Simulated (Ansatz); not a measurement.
Basis-set series for C$_{4}$H$_{6}$F$_{2}$O, SMILES `F[C@@H]1CC[C@H](F)O1`. Charge 0, multiplicity 1. Geometry: relaxed with PBE0-D4/def2-TZVP.

| functional | basis | functions | energy (Eh) | HOMO (eV) | LUMO (eV) |
| --- | --- | --- | --- | --- | --- |
| PBE0-D4 | def2-TZVPP | 301 | -430.68700 | -9.10 | 1.05 |
| PBE0-D4 | def2-QZVPP | 579 | -430.70948 | -9.15 | 0.54 |
| ωB97M-V | def2-TZVPP | 301 | -430.99586 | -11.52 | 2.51 |
| ωB97M-V | def2-QZVPP | 579 | -431.01731 | -11.57 | 1.69 |

Question: Give the rows for def2-SVP. (Best estimate.)

Answer: Computed: 
```tsv
functional	basis	functions	energy (Eh)	HOMO (eV)	LUMO (eV)
PBE0-D4	def2-SVP	128	-430.18389	-8.97	1.53
ωB97M-V	def2-SVP	128	-430.47769	-11.38	3.20
```

Positive LUMOs are unbound and depend on the basis.
